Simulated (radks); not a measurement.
Q: The table gives one normalised radial function P(r) = r R(r) of He0.5+ in 1s(up 1, down 0.5) (r in bohr). Method: scalar-relativistic Kohn-Sham, PBE, spin-polarised, spherical densities, finite nucleus; Gaussian nuclear charge, rms radius 1.6755 fm; computed with a radial shooting solver on a logarithmic mesh with Libxc functionals.

| r | P |
|---|---|
| 0.04015 | 0.1879 |
| 0.04349 | 0.2022 |
| 0.04674 | 0.2158 |
| 0.05063 | 0.2320 |
| 0.05485 | 0.2492 |
| 0.05942 | 0.2674 |
| 0.06437 | 0.2868 |
| 0.06973 | 0.3074 |
| 0.07494 | 0.3269 |
| 0.08118 | 0.3497 |
| 0.08794 | 0.3737 |
| 0.09526 | 0.3989 |
| 0.1032 | 0.4253 |
| 0.1109 | 0.4500 |
| 0.1201 | 0.4786 |
| 0.1301 | 0.5082 |
| 0.141 | 0.5387 |
| 0.1527 | 0.5701 |
| 0.1641 | 0.5989 |
| 0.1778 | 0.6314 |
| 0.1926 | 0.6643 |
| 0.2086 | 0.6972 |
| 0.226 | 0.7299 |
| 0.2429 | 0.7588 |
| 0.2631 | 0.7902 |
| 0.285 | 0.8203 |
| 0.3088 | 0.8486 |
| 0.3345 | 0.8749 |
| 0.3624 | 0.8984 |
| 0.3894 | 0.9170 |
| 0.4218 | 0.9341 |
| 0.457 | 0.9471 |
| 0.495 | 0.9555 |
| 0.5363 | 0.9588 |
| 0.5763 | 0.9571 |
| 0.6243 | 0.9497 |
| 0.6763 | 0.9363 |
| 0.7326 | 0.9166 |
| 0.7936 | 0.8908 |
| 0.8529 | 0.8622 |
| 0.9239 | 0.8250 |
| 1.001 | 0.7823 |
| 1.084 | 0.7347 |
| 1.175 | 0.6829 |
| 1.262 | 0.6335 |
| 1.367 | 0.5763 |
| 1.481 | 0.5177 |
| 1.605 | 0.4589 |
| 1.738 | 0.4009 |
| 1.883 | 0.3448 |
| 2.024 | 0.2967 |
| 2.192 | 0.2467 |
| 2.375 | 0.2011 |
| 2.572 | 0.1604 |
| 2.787 | 0.1249 |
| 2.995 | 0.0976 |
| 3.244 | 0.0723 |
| 3.514 | 0.0520 |

Which n and l does it have? It may be an empty orbital.

A: n = 1, l = 0: the number of nodes gives n - l - 1 = 0, the rise at small r (about r^(l+1)) gives l, and the extent must fit the shell. The curve is that of 1s down; the table hardly tells the two spins apart. 1s down: eigenvalue -24.925 eV, 0 radial nodes, <r> = 0.877 bohr, 90 % of the charge inside 1.60 bohr.
